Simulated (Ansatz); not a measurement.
A run for Ansatz (a program for electronic structure): R-B3LYP-D3(BJ)/def2-SVP on H2O (SMILES O).

Ansatz 0.2 input:
```yaml
crystal:
  periodic: [false, false, false]
  atoms:
    - {symbol: O, position_ang: [0.00000000, -0.00000000, 0.39750000]}
    - {symbol: H, position_ang: [0.00000000, 0.76320000, -0.19880000]}
    - {symbol: H, position_ang: [0.00000000, -0.76320000, -0.19880000]}
basis:
  gaussian:
    orbitals: def2-SVP
hamiltonian:
  xc: b3lyp
  dispersion: d3bj
relax: {f_tol: 0.004, max_steps: 120}
scf: {lower_state_search: off}
```

Q: Predict the final total energy.

A: -76.3589 hartree.
